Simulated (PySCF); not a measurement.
# `FC=C=C(F)C(F)(F)F`, C4HF5

Geometry:
| atom | x (Å) | y (Å) | z (Å) |
| --- | --- | --- | --- |
| F1 | 2.991 | 0.132 | -0.456 |
| C2 | 2.051 | 0.076 | 0.481 |
| C3 | 0.831 | -0.300 | 0.242 |
| C4 | -0.398 | -0.652 | 0.008 |
| F5 | -0.843 | -1.913 | 0.113 |
| C6 | -1.495 | 0.328 | -0.375 |
| F7 | -1.014 | 1.573 | -0.453 |
| F8 | -2.486 | 0.342 | 0.523 |
| F9 | -2.039 | 0.035 | -1.559 |
| H10 | 2.411 | 0.383 | 1.455 |

Method: PySCF, TDDFT CAM-B3LYP/def2-SVPD circular dichroism and optical rotation, one conformer, gas phase. Geometry: GFN2-xTB.

No stereocentre is labelled: unless the shape is locked (an allene, a helicene, a hindered biaryl), the mirror image is equally populated and a measured rotation or CD is zero.

(1) List the lowest 16 singlet excitations with oscillator and rotatory strengths.

## Answers

(1) Rotatory strengths R in 10⁻⁴⁰ esu² cm², velocity form and length form (origin at the centre of mass); f in length form.
```csv
state,E (eV),λ (nm),f,R (velocity),R (length),main
1,5.47,227,0.0007,0.0,-0.1,HOMO→LUMO 0.95
2,5.94,209,0.0007,-1.3,-2.5,HOMO−1→LUMO+1 0.96
3,6.94,179,0.009,+0.9,+0.8,"HOMO−1→LUMO 0.56, HOMO→LUMO+1 0.41"
4,7.84,158,1.116,-16.7,-16.5,"HOMO→LUMO+1 0.54, HOMO−1→LUMO 0.39"
5,8.33,149,0.086,+7.4,+7.7,HOMO→LUMO+2 0.90
6,8.53,145,0.041,+2.3,+0.9,HOMO−1→LUMO+2 0.88
7,8.76,142,0.005,+4.3,+4.1,HOMO−2→LUMO 0.93
8,8.97,138,0.0006,-2.6,-2.6,"HOMO−3→LUMO+1 0.48, HOMO−2→LUMO+1 0.47"
9,9.44,131,0.007,+5.2,+5.5,"HOMO→LUMO+3 0.60, HOMO→LUMO+5 0.17"
10,9.50,131,0.005,-4.9,-5.0,HOMO−3→LUMO 0.91
11,9.61,129,0.002,-3.8,-3.1,"HOMO−1→LUMO+3 0.53, HOMO−1→LUMO+4 0.32"
12,9.66,128,0.003,+2.0,+2.0,"HOMO−2→LUMO+1 0.42, HOMO−3→LUMO+1 0.40"
13,9.76,127,0.003,+3.3,+3.4,"HOMO→LUMO+5 0.42, HOMO→LUMO+7 0.19"
14,10.01,124,0.007,-2.6,-2.3,"HOMO−1→LUMO+4 0.47, HOMO−1→LUMO+3 0.36"
15,10.09,123,0.015,+14.4,+13.4,HOMO→LUMO+4 0.60
16,10.21,121,0.006,+0.4,+0.4,HOMO−4→LUMO 0.96
```

Among the states computed, the strongest CD band (largest |R|) is state 4. The largest dissymmetry factor in size, g = 4R/(D+G), with D and G the electric and magnetic dipole strengths, is -0.041 for state 8 (velocity form, f = 0.0008), among bands with |R| over 0.5. The mirror image has the same energies and oscillator strengths and all R with the opposite sign.
